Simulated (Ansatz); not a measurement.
The cluster Pb3O4⁺. Total charge 1; doublet. Geometry PBE0-D4/def2-SVP.

```tsv
atom	x (Å)	y (Å)	z (Å)
Pb1	0.043	-1.992	-1.670
Pb2	-1.732	0.300	0.114
Pb3	1.915	1.427	-0.479
O4	-1.576	-1.747	-0.425
O5	0.313	0.212	-1.074
O6	1.055	1.232	1.663
O7	-0.019	0.569	1.871
```

In the def2 sets Pb takes a core potential; there is no spin–orbit coupling. The structure holds one bond between oxygen atoms, so isomers without such links may lie far lower. The structure comes from a short search, and lower isomers may exist.

Q: Estimate the α-spin orbital energies around the gap (eV) in Ansatz with PBE-D4/def2-SVP, PBE-D4/def2-TZVP, revPBE-D4/def2-TZVP, r2SCAN-D4/def2-TZVP, PBE0-D4/def2-TZVP.

A: 
```json
{"orbital": "HOMO−5", "PBE-D4/def2-SVP": "-11.43", "PBE-D4/def2-TZVP": "-11.51", "revPBE-D4/def2-TZVP": "-11.39", "r2SCAN-D4/def2-TZVP": "-11.83", "PBE0-D4/def2-TZVP": "-12.97"}
{"orbital": "HOMO−4", "PBE-D4/def2-SVP": "-10.46", "PBE-D4/def2-TZVP": "-10.52", "revPBE-D4/def2-TZVP": "-10.40", "r2SCAN-D4/def2-TZVP": "-10.78", "PBE0-D4/def2-TZVP": "-11.89"}
{"orbital": "HOMO−3", "PBE-D4/def2-SVP": "-10.43", "PBE-D4/def2-TZVP": "-10.49", "revPBE-D4/def2-TZVP": "-10.38", "r2SCAN-D4/def2-TZVP": "-10.76", "PBE0-D4/def2-TZVP": "-11.81"}
{"orbital": "HOMO−2", "PBE-D4/def2-SVP": "-10.15", "PBE-D4/def2-TZVP": "-10.24", "revPBE-D4/def2-TZVP": "-10.13", "r2SCAN-D4/def2-TZVP": "-10.51", "PBE0-D4/def2-TZVP": "-11.53"}
{"orbital": "HOMO−1", "PBE-D4/def2-SVP": "-9.80", "PBE-D4/def2-TZVP": "-9.90", "revPBE-D4/def2-TZVP": "-9.80", "r2SCAN-D4/def2-TZVP": "-10.29", "PBE0-D4/def2-TZVP": "-11.34"}
{"orbital": "HOMO", "PBE-D4/def2-SVP": "-9.25", "PBE-D4/def2-TZVP": "-9.35", "revPBE-D4/def2-TZVP": "-9.25", "r2SCAN-D4/def2-TZVP": "-9.63", "PBE0-D4/def2-TZVP": "-10.67"}
{"orbital": "LUMO", "PBE-D4/def2-SVP": "-7.46", "PBE-D4/def2-TZVP": "-7.49", "revPBE-D4/def2-TZVP": "-7.36", "r2SCAN-D4/def2-TZVP": "-7.36", "PBE0-D4/def2-TZVP": "-6.82"}
{"orbital": "LUMO+1", "PBE-D4/def2-SVP": "-6.78", "PBE-D4/def2-TZVP": "-6.80", "revPBE-D4/def2-TZVP": "-6.67", "r2SCAN-D4/def2-TZVP": "-6.62", "PBE0-D4/def2-TZVP": "-6.06"}
{"orbital": "LUMO+2", "PBE-D4/def2-SVP": "-6.25", "PBE-D4/def2-TZVP": "-6.35", "revPBE-D4/def2-TZVP": "-6.20", "r2SCAN-D4/def2-TZVP": "-6.09", "PBE0-D4/def2-TZVP": "-5.61"}
{"orbital": "LUMO+3", "PBE-D4/def2-SVP": "-5.86", "PBE-D4/def2-TZVP": "-5.94", "revPBE-D4/def2-TZVP": "-5.81", "r2SCAN-D4/def2-TZVP": "-5.68", "PBE0-D4/def2-TZVP": "-5.21"}
{"orbital": "LUMO+4", "PBE-D4/def2-SVP": "-5.45", "PBE-D4/def2-TZVP": "-5.53", "revPBE-D4/def2-TZVP": "-5.39", "r2SCAN-D4/def2-TZVP": "-5.24", "PBE0-D4/def2-TZVP": "-4.72"}
{"orbital": "LUMO+5", "PBE-D4/def2-SVP": "-4.72", "PBE-D4/def2-TZVP": "-4.84", "revPBE-D4/def2-TZVP": "-4.73", "r2SCAN-D4/def2-TZVP": "-4.45", "PBE0-D4/def2-TZVP": "-4.10"}
{"orbital": "β HOMO", "PBE-D4/def2-SVP": "-8.95", "PBE-D4/def2-TZVP": "-9.06", "revPBE-D4/def2-TZVP": "-8.95", "r2SCAN-D4/def2-TZVP": "-9.21", "PBE0-D4/def2-TZVP": "-10.28"}
{"orbital": "β LUMO", "PBE-D4/def2-SVP": "-8.32", "PBE-D4/def2-TZVP": "-8.40", "revPBE-D4/def2-TZVP": "-8.25", "r2SCAN-D4/def2-TZVP": "-8.05", "PBE0-D4/def2-TZVP": "-7.16"}
```
